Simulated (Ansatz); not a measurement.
The cluster Al6V⁻, 7 atoms. Hardware: 4 threads of Arm Neoverse V1 on a shared host.

Correlated methods freeze 35 core orbitals; core or outer-core shells of V are correlated, in sets that lack core-valence functions.

Problem. How many basis functions does each of these Ansatz runs have, and roughly what does it cost? PBE0-D4/def2-TZVPD, charge -1 singlet, energy, from earlier orbitals; MP2/def2-TZVPD, charge -1 singlet, energy, from earlier orbitals; revPBE-D4/def2-TZVPD, charge -1 singlet, energy, from earlier orbitals; CCSD(T)/def2-SVPD, charge -1 singlet, energy, from earlier orbitals; r2SCAN-D4/def2-SVPD, charge -1 singlet, relaxation, 9 steps; HF/STO-3G, charge -1 singlet, energy; CAM-B3LYP-D4/def2-TZVPD, charge -1 singlet, energy, from earlier orbitals; PBE-D4/def2-TZVPD, charge -1 singlet, energy and forces, from earlier orbitals; PBE-QIDH/def2-TZVPD, charge -1 singlet, energy, from earlier orbitals; r2SCAN-D4/def2-TZVPD, charge -1 singlet, energy, from earlier orbitals.

Solution. Other jobs shared the machine, so times can vary by a factor of up to 3. A dash marks memory too small to be measured apart from the calling script's.

| run | functions | fitting or Cholesky vectors | wall time | peak host memory (GiB) |
| --- | --- | --- | --- | --- |
| HF/STO-3G, charge -1 singlet, energy | 72 | 815 | 1.4 s | – |
| revPBE-D4/def2-TZVPD, charge -1 singlet, energy, from earlier orbitals | 306 | 2037 | 8.5 s | 0.79 |
| PBE-D4/def2-TZVPD, charge -1 singlet, energy and forces, from earlier orbitals | 306 | 2037 | 11 s | 0.79 |
| r2SCAN-D4/def2-TZVPD, charge -1 singlet, energy, from earlier orbitals | 306 | 2037 | 20 s | 0.84 |
| PBE0-D4/def2-TZVPD, charge -1 singlet, energy, from earlier orbitals | 306 | 2271 | 38 s | 1.5 |
| PBE-QIDH/def2-TZVPD, charge -1 singlet, energy, from earlier orbitals | 306 | 2028 | 40 s | 1.5 |
| r2SCAN-D4/def2-SVPD, charge -1 singlet, relaxation, 9 steps | 178 | 1775 | 74 s | – |
| MP2/def2-TZVPD, charge -1 singlet, energy, from earlier orbitals | 306 | 2028 | 87 s | 1.9 |
| CAM-B3LYP-D4/def2-TZVPD, charge -1 singlet, energy, from earlier orbitals | 306 | 2130 | 94 s | 1.7 |
| CCSD(T)/def2-SVPD, charge -1 singlet, energy, from earlier orbitals | 178 | 1639 | 3.2 min | 1.5 |
